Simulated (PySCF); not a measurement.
Al(NCO)3, C₃AlN₃O₃.
Structure used (PBE0-D3(BJ)/def2-SVP), in Å, numbered top down from 1:
```xyz
10
C3AlN3O3 angstrom
Al    -0.0150   -0.0111    0.0025
N      1.7397   -0.0313   -0.0520
C      2.9412   -0.0352   -0.0787
O      4.1064   -0.0399   -0.1053
N     -0.8699    1.5218   -0.0097
C     -1.4157    2.5926   -0.0233
O     -1.9460    3.6303   -0.0362
N     -0.9053   -1.5224    0.0682
C     -1.4775   -2.5789    0.1023
O     -2.0333   -3.6026    0.1365
```

Theory: delta-SCF UKS SCAN, pcX-2 on the ionised atom, pcseg-1 elsewhere, spin-free X2C in PySCF. Each binding energy is the total energy of the core-ionised species, with the hole localised on one atom, minus that of the ground state; both are solved self-consistently, so orbital relaxation is included.

Some binding energies are withheld.

```csv
atom(s),bonded to,level,binding energy (eV)
C3/C6/C9,O and N,C 1s,?
N2/N5/N8,C and Al,N 1s,?
O4/O7/O10,C,O 1s,539.76
Al1,3 N,Al 1s,1569.10
```

What is the C 1s binding energy of C3/C6/C9?

295.35 eV (carbon bonded to N and O).

Fill in N 1s for N2 (atom 2)/N5/N8.

405.67 eV (nitrogen bonded to Al and C).

Which effective nuclear charge Zeff reproduces each element's mean 1s value in the hydrogen-like formula E = 13.606 eV × Zeff²?

C (Z = 6): mean 295.3 eV, Zeff = 4.66, Z − Zeff = 1.34; N (Z = 7): mean 405.7 eV, Zeff = 5.46, Z − Zeff = 1.54; O (Z = 8): mean 539.8 eV, Zeff = 6.30, Z − Zeff = 1.70; Al (Z = 13): mean 1569.1 eV, Zeff = 10.74, Z − Zeff = 2.26. Means run over the listed sites, weighted by atom count.

Topologically equivalent atoms share the value of their first member; where this conformer doesn't relate them by symmetry, their own values could differ. Geometry: PBE0-D3(BJ)/def2-SVP; no solvent, vibrations or thermal averaging.

Hardware: an Arm Neoverse V1 with one thread, shared host with 32 logical CPUs at a one-minute load of 11. Cost: 32 s of wall time, 0.62 GiB resident at most.
